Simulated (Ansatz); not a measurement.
Mulliken charges of C2H4AlFO (`C=C[O][AlH][F]`) from PBE/def2-TZVPP in Ansatz (PBE0-D4/def2-TZVP geometry).

```
atom   x (Å)   y (Å)   z (Å)  charge (e)
  C1  -1.562  -0.360   1.104      -0.233
  C2  -0.728  -0.313   0.076       0.029
  O3   0.490   0.256   0.140      -0.235
 Al4   1.801   0.519  -0.885       0.583
  F5   3.088   1.302  -0.235      -0.309
  H6  -1.298   0.065   2.064       0.087
  H7  -2.528  -0.832   0.989       0.093
  H8  -0.999  -0.743  -0.889       0.089
  H9   1.824   0.059  -2.380      -0.103
```

Q: By hand: the dipole of these point charges (1 e Å = 4.8032 D).

A: Σ q r = (-0.301, -0.229, -0.294) e Å, of length 0.479 e Å = 2.30 D.

Q: How does the dipole of the full density compare? (Estimate.)

A: Ansatz gave: (-0.159, -0.154, -0.258) e Å, 1.63 D; the point charges give 1.41 times that, at 13° from its direction.

Point charges leave out the atoms' own dipoles, such as those of lone pairs, and Mulliken's split depends on the basis, so the two needn't agree.
